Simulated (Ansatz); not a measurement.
cis-NiBr2(NH3)2 (NiBr₂N₂H₆). Charge 0, multiplicity 1. Geometry PBE-D4/def2-SVP, basis def2-TZVP, Ansatz.

```json
{"run": "A", "HOMO (eV)": "-5.14", "LUMO (eV)": "-3.11"}
{"run": "B", "HOMO (eV)": "-5.77", "LUMO (eV)": "-2.76"}
{"run": "C", "HOMO (eV)": "-6.06", "LUMO (eV)": "-2.43"}
{"run": "D", "HOMO (eV)": "-5.02", "LUMO (eV)": "-3.25"}
{"run": "E", "HOMO (eV)": "-4.70", "LUMO (eV)": "-3.34"}
{"run": "F", "HOMO (eV)": "-4.63", "LUMO (eV)": "-3.25"}
```

HSE06 is defined as in plane-wave codes, on full-range PBE exchange. At PBE0-D4/def2-TZVP a triplet of charge 0 lies 0.80 eV below the restricted singlet, each at its own geometry.

**Question.** The runs used B97M-V, HSE06, PBE, r2SCAN, r2SCANh, revPBE. Estimate which is which.

**Answer.** A B97M-V (0 % exact exchange); B r2SCANh (10 % exact exchange); C HSE06 (range-separated); D r2SCAN (0 % exact exchange); E PBE (0 % exact exchange); F revPBE (0 % exact exchange). Exact exchange lowers occupied and raises empty levels; among semilocal functionals meta-GGAs tend to open the gap a little, and such runs are hard to tell apart. The gap grows from 1.36 eV (PBE) to 3.63 eV (HSE06).
